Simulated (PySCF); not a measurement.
## $^{19}$F chemical shifts

[PySCF 2.14.0 with density-fitted response routines: GFN2-xTB geometry; σ from GIAO-PBE0/pcSseg-1; in vacuum; relativity neglected; one computed conformer; averaged over atoms made equivalent by symmetry, fast rotation or ring inversion]

Shieldings were converted by a linear fit to measured shifts: $^{19}$F (scatter 6.0 ppm rms, 7.0 ppm with the 5 outliers that the fit left out vs CFCl3, solution or neat liquid, with a term for F on sp3 carbon). Occasional misses reach two or three times the rms, and more in compound classes unlike the fitted ones.

Problem. Give the $^{19}$F shifts of `CCCCCF`.

Solution. 
| compound | environment | δ (ppm) |
| --- | --- | --- |
| CCCCCF | fluorine on an sp3 carbon | -220.5 |

Problem. Match the shifts -65.6, -176.0, -220.5 ppm to `CC(=S)C1=C(F)CCCC1`, `CCCCCF`, `CC(C)[C@@H](C)F`.

Solution. -65.6: CC(=S)C1=C(F)CCCC1 (vinylic fluorine); -176.0: CC(C)[C@@H](C)F (fluorine on an sp3 carbon); -220.5: CCCCCF (fluorine on an sp3 carbon).
